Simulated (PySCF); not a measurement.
Tc²⁺ (technetium, charge +2) across methods

[Kr] 4d4 5p1, one real determinant (an excited configuration). All numbers are calculated (PySCF 2.14, scalar relativity through the core potential, in def2-QZVPPD with the def2 core potential (28 electrons) (7s5p4d4f2g, 88 functions)).

| method | E (hartree) | mean ε 4p β (eV) | mean ε 4d α (eV) | mean ε 5p α (eV) | Σ⟨r²⟩ (bohr²) | ⟨S²⟩ |
| --- | --- | --- | --- | --- | --- | --- |
| r2SCAN0 | -79.4787 | -68.914 | -30.261 | -16.344 | 35.56 | 8.751 |
| CAM-B3LYP | -79.4219 | -69.923 | -31.195 | -17.232 | 35.56 | 8.751 |
| LDA | -79.2613 | -65.942 | -28.004 | -15.854 | 35.53 | 8.750 |
| UHF | -78.96692 | -74.427 | -34.867 | -17.581 | 36.31 | 8.753 |
| PBEsol | -79.3437 | -65.832 | -27.929 | -15.737 | 35.42 | 8.750 |
| PBE0 | -79.4661 | -68.419 | -29.890 | -16.311 | 35.54 | 8.751 |
| PBE | -79.4777 | -65.951 | -27.991 | -15.740 | 35.44 | 8.750 |
| r2SCAN | -79.5107 | -66.740 | -28.483 | -15.795 | 35.47 | 8.751 |

Q: Estimate the same row for M06.

A: E (hartree) = -79.4120; mean ε 4p β (eV) = -68.406; mean ε 4d α (eV) = -29.512; mean ε 5p α (eV) = -16.083; Σ⟨r²⟩ (bohr²) = 35.59; ⟨S²⟩ = 8.750.

⟨L²⟩ = 8.01 against 12 for a pure F term, so this real determinant mixes terms. Energies and moments cover only the electrons outside the core potential.
